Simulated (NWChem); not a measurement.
System: C₂H₅BO₃; SMILES C(B(O)O)(C)=O

The following NWChem deck was run.

```
start job
memory heap 200 mb stack 900 mb global 1100 mb
geometry units angstroms noautoz
  C     -0.027111     1.602802    -1.179125
  C      0.002865     0.798501     0.094973
  O      0.028681     1.329120     1.187965
  B      0.001222    -0.807152     0.042038
  O     -1.207344    -1.425904     0.061379
  O      1.209020    -1.426793     0.009320
  H      0.843873     1.346037    -1.804918
  H     -0.022379     2.677678    -0.950173
  H     -0.925595     1.344868    -1.764181
  H     -1.185996    -2.387929     0.098711
  H      1.188593    -2.388802     0.047550
end
basis spherical
  * library def2-svp
end
dft
  xc xpbe96 cpbe96
  iterations 150
end
tddft
  nroots 8
  notriplet
end
task tddft energy
```

The geometry was optimised at PBE0/def2-SVP.

Vertical excitations in the gas phase.

Problem. Predict the main results of this run. (PBE/def2-SVP, full TDDFT.) Quantities: lowest excitation, singlet (eV); oscillator strength of that lowest state; lowest state with f > 0.02, singlet (eV); oscillator strength of that bright state; orbital gap (eV).

Solution. The lowest excitation, singlet (eV) comes out as 3.77. The oscillator strength of that lowest state comes out as 0.000, the lowest state with f > 0.02, singlet (eV) is 4.76 and the oscillator strength of that bright state comes out as 0.053. The orbital gap (eV) is 3.48.
